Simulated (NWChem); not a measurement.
## Atomisation of selenium dioxide (O2Se)

```xyz
3

O      1.3523     0.0000     0.5852
Se     0.0000     0.0000    -0.2754
O     -1.3523     0.0000     0.5852
```
Charge 0, spin multiplicity 1.

All runs are NWChem calculations. All single points use one geometry, from PBE0/def2-SVP, a minimum by its harmonic frequencies.

Basis set: def2-TZVP. The atomisation energy is electronic alone: no zero-point, thermal, spin-orbit or counterpoise terms. No value is extrapolated to the basis-set limit. Free atoms are single determinants with multiplicities O 3, Se 3. Correlated methods freeze the same cores in atoms and molecule, 11 orbitals in all.

```
method     atomisation energy (kcal/mol)  relative cost
---------  -----------------------------  -------------
PBE                                231.3        under 3
MP2                                220.2        under 3
B3LYP                              199.3        under 3
r2SCAN                             210.4        under 3
BHandHLYP                          160.1        under 3
PBE0                               198.3        under 3
HF                                  44.4              1
CAM-B3LYP                          196.8             10
```

The values span 186.9 kcal/mol, from HF (lowest) to PBE (highest). The cost column gives rough processor time relative to HF; each entry includes its own SCF. Costs are the molecule's.

The Hamiltonian is non-relativistic. B3LYP has NWChem's definition, with VWN1-RPA local correlation. GW and range-separated runs recompute their integrals, the others keep them in memory, which bears on the times. No SCF solution was tested for a lower state. Open-shell Hartree-Fock references start from PBE0 orbitals; any time given for them includes that run.
